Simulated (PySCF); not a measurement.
Part of a log for `FC(F)(F)[SiH3]` (H3SiCF3): ground state, then the species with a core hole.

Computed, not measured: PySCF 2.14.0, delta-SCF UKS SCAN, pcX-2 on the ionised atom, pcseg-1 elsewhere, spin-free X2C. Atoms in this output count from 0. The cycles run on a coarse integration grid; for E(ground) and E(ion) the exchange–correlation energy is redone on a finer one, so they differ from the last cycle, and only they enter the binding energy.

Coordinates (Å, PBE0-D3(BJ)/def2-SVP):
```
F      1.621175    -0.169493    -1.007351
C      0.942672    -0.007190     0.137149
F      1.360540     1.142253     0.689112
F      1.308237    -1.000559     0.960638
Si    -0.968159     0.009359    -0.156909
H     -1.268705     1.110499    -1.111031
H     -1.357371    -1.311565    -0.719791
H     -1.620269     0.245518     1.159063
```

```
ground state, core basis on atom 0 (F), 120 functions
  cycle   1  E = -629.55047631  |g| = 7.96e-01
  cycle   2  E = -629.34223979  |g| = 1.42e+00
  cycle   3  E = -629.64691569  |g| = 4.88e-02
  cycle   4  E = -629.64711702  |g| = 4.13e-02
  cycle   5  E = -629.64736684  |g| = 8.35e-03
  cycle   6  E = -629.64737882  |g| = 2.49e-03
  cycle   7  E = -629.64738095  |g| = 8.47e-04
  cycle   8  E = -629.64738035  |g| = 6.88e-05
  E(ground) = -629.67060087 Eh
hole in F 1s of atom 0
  cycle   1  E = -603.25528129  |g| = 2.58e+00
  cycle   2  E = -603.01210525  |g| = 2.25e+00
  cycle   3  E = -604.01769549  |g| = 6.04e-01
  cycle   4  E = -604.07131698  |g| = 4.58e-01
  cycle   5  E = -604.13904983  |g| = 3.43e-02
  cycle   6  E = -604.13944576  |g| = 9.27e-03
  cycle   7  E = -604.13949275  |g| = 2.99e-03
  cycle   8  E = -604.13949424  |g| = 2.62e-03
  cycle   9  E = -604.13949763  |g| = 3.79e-04
  E(ion) = -604.17020258 Eh   <S^2> = 0.7574   hole on atom = 1.000
```

Q: What is the F 1s binding energy of atom 0?

A: (-604.170203 − (-629.670601)) Eh × 27.2114 eV/Eh = 693.90 eV, for the fluorine of a CF3 group.

Geometry: PBE0-D3(BJ)/def2-SVP; no solvent, vibrations or thermal averaging.
Labels such as C1 count atoms from 1, the log's own numbers from 0.
